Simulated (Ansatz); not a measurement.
Ansatz results at the PBE0-D4/def2-TZVP geometry: size of the dipole moment (PBE/def2-TZVPP) 2.78 D; LUMO energy (PBE/def2-TZVPP) -3.31 eV; size of the dipole moment (B3LYP/def2-TZVPP) 2.98 D.

Question: Which molecule gave them?
A. `C#[C][SnH2][Cl]`
B. `[F][SnH]([F])[I]`
C. `N#[C][Sn]([Cl])([Cl])[Cl]`
D. `C[O][Sn]([CH3])([F])[SH]`

Answer: B. The others give `C#[C][SnH2][Cl]`: 2.26, -1.95, 2.35; `C[O][Sn]([CH3])([F])[SH]`: 1.73, -2.05, 1.81; `N#[C][Sn]([Cl])([Cl])[Cl]`: 1.99, -3.92, 2.08.

B3LYP here is the variant with VWN-RPA as its local correlation; programs differ in this.
